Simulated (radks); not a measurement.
Removal energies from the erbium ion Er8+, [Kr] 4d10 4f(5/2: 6, 7/2: 2) 5s2 5p(1/2: 2, 3/2: 2), by Delta-SCF beside the eigenvalue of the level emptied. All-electron calculation, Dirac Kohn-Sham, relativistic LDA (MacDonald-Vosko exchange, VWN5 correlation), spin-unpolarised, spherical densities, finite nucleus; Fermi nuclear charge, rms radius of each element as measured or else 0.836 A^(1/3) + 0.57 fm. Program: a radial shooting solver on a logarithmic mesh with Libxc functionals. Sub-shells are occupied by j as written (lower j first in brackets).

| removed from | final configuration | Delta-SCF (eV) | -eigenvalue (eV) |
|---|---|---|---|
| 5p3/2 | [Kr] 4d10 4f(5/2: 6, 7/2: 2) 5s2 5p(1/2: 2, 3/2: 1) | 147.71 | 138.95 |
| 5p1/2 | [Kr] 4d10 4f(5/2: 6, 7/2: 2) 5s2 5p(1/2: 1, 3/2: 2) | 156.55 | 147.39 |
| 4f7/2 | [Kr] 4d10 4f(5/2: 6, 7/2: 1) 5s2 5p(1/2: 2, 3/2: 2) | 156.88 | 142.70 |
| 4f5/2 | [Kr] 4d10 4f(5/2: 5, 7/2: 2) 5s2 5p(1/2: 2, 3/2: 2) | 158.37 | 144.12 |
